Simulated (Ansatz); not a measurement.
BF₃, charge -1, doublet, at a GFN2-xTB geometry (a state made from the parent by changing its charge; the spin is typed, not shown lowest) (a gas-phase anion, which may not be bound at this level); PBE0/def2-SV(P) (Ansatz, a program for electronic structure).

The Ansatz input:
Ansatz 0.2 input:
```yaml
crystal:
  periodic: [false, false, false]
  atoms:
    - {symbol: B, position_ang: [-0.01665964, 0.22066266, 0.40640217]}
    - {symbol: F, position_ang: [-1.17616439, -0.61899512, 0.19030536]}
    - {symbol: F, position_ang: [0.04332344, 1.13683746, -0.71306201]}
    - {symbol: F, position_ang: [1.14209631, -0.64043271, 0.29697767]}
basis:
  gaussian:
    orbitals: def2-SV_P_.json
hamiltonian:
  xc: pbe0
total_charge: -1
magnetization: {spin_polarized: true, initial_magnetization: 1}
```
The basis file holds def2-SV(P) in the JSON format of the Basis Set Exchange.

Task: What does Ansatz print? Leave out banner, timings and long lists.

Result: 
```
Functional definition: PBE0
528 factors; integrals over basis functions are off by at most 1.1e-3 eV
mean field evaluation 1: about -8814.4879 eV, gradient 7.6e0 eV
mean field evaluation 2: about -8814.7504 eV, gradient 4.8e0 eV
mean field evaluation 4: about -8814.8195 eV, gradient 6.3e-1 eV
mean field evaluation 8: about -8814.9372 eV, gradient 3.0e-2 eV
mean field evaluation 16: about -8814.9372 eV, gradient 2.4e-5 eV
mean field -8814.93724271 eV, -323.9429686905 hartree, gradient 2.4e-5 eV, S^2 0.751062; 0 other end points of the search recorded, 0 dependent functions left out
reference -8814.93726307 eV, -323.9429694387 hartree; 17, 16 occupied and 39, 40 virtual orbitals, 528 factors
Total energy: -8814.93726307 eV, -323.9429694387 hartree
```
